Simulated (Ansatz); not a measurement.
CdCl4, relaxed as a singlet with RKS PBE0-D4/def2-SVP in Ansatz, starting from the GFN1-xTB geometry. Force threshold 0.02 eV/Å.

In the def2 sets Cd takes a core potential; there is no spin–orbit coupling. In the singlet, Cl3 and Cl5 lie 2.03 Å apart (atoms count from 1), so these atoms are partly bonded to each other. Another isomer (singlet) lies 0.06 eV lower at PBE0-D4/def2-SVP; other spin states weren't run for this one.

Start:

```xyz
5

Cd   -0.4425   -0.6499    0.4496
Cl    1.1878   -2.1490    0.8164
Cl    0.6329    0.7663   -1.7380
Cl   -2.4530    0.3492    0.4782
Cl    1.0749    1.6835   -0.0062
```

Problem. Estimate the energy that the relaxation releases and the steps that it takes.

Solution. 5.3 kcal/mol, in 5 steps; 5.5 s on 4 threads of Arm Neoverse V2 on a shared host. No frequencies were taken in this run, so the end may be a saddle point.

Problem. Does the start keep its bonding and symmetry?

Solution. Bonds lost: Cd1–Cl3, Cd1–Cl5 (atoms count from 1). Point group Cs at the start, Cs at the end, both within 0.05 Å.

Problem. Predict the relaxed structure.

Solution. 
```xyz
5

Cd   -0.6076   -0.8451    0.6061
Cl    1.2218   -2.1935    0.8267
Cl    0.7466    0.8899   -1.8464
Cl   -2.5626    0.3306    0.5098
Cl    1.2018    1.8181   -0.0962
```
Bond lengths: 2 × Cd–Cl 2.28 Å; 1 × Cl–Cl 2.03 Å.
